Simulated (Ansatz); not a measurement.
Start from `[OH][Sn][F]` and change one element to get `[OH][Sn][Br]`.

Ansatz, PBE0-D4/def2-TZVP geometries, multiplicity 1. Each molecule was computed in one conformer, which needn't be the lowest.

Elements past krypton have def2 core potentials. Scalar relativity is left out up to krypton.

```csv
property,`[OH][Sn][F]`
HOMO–LUMO gap (B3LYP/def2-TZVPP) / eV,5.11
"ideal-gas entropy at 298 K and 1 bar (rigid rotor, harmonic PBE0-D4/def2-TZVP) / J/(mol·K)",293
HOMO energy (ωB97M-V/def2-TZVPP) / eV,-10.03
HOMO–LUMO gap (PBE/def2-TZVPP) / eV,3.64
HOMO–LUMO gap (PBE0/def2-TZVPP) / eV,5.52
LUMO energy (PBE/def2-TZVPP) / eV,-2.98
```

Task: What does the change do to each property? (An estimate is asked.)

Result: Ansatz gave: 
```
                                                                                  property  `[OH][Sn][Br]`  shift
                                                     HOMO–LUMO gap (B3LYP/def2-TZVPP) / eV            4.49  -0.62
ideal-gas entropy at 298 K and 1 bar (rigid rotor, harmonic PBE0-D4/def2-TZVP) / J/(mol·K)             316     23
                                                     HOMO energy (ωB97M-V/def2-TZVPP) / eV           -9.54   0.49
                                                       HOMO–LUMO gap (PBE/def2-TZVPP) / eV            3.15  -0.49
                                                      HOMO–LUMO gap (PBE0/def2-TZVPP) / eV            4.90  -0.62
                                                         LUMO energy (PBE/def2-TZVPP) / eV           -3.23  -0.25
```

With PBE0 the HOMO rises by 0.37 eV and the LUMO falls by 0.27 eV, so the gap narrows by about 0.64 eV. PBE moves the HOMO by 0.24 eV and ωB97M-V by 0.49 eV.

B3LYP here is the variant with VWN-RPA as its local correlation; programs differ in this.

Spin–orbit coupling is left out; it splits and shifts lone-pair levels of the heavy atoms by tenths of an eV.
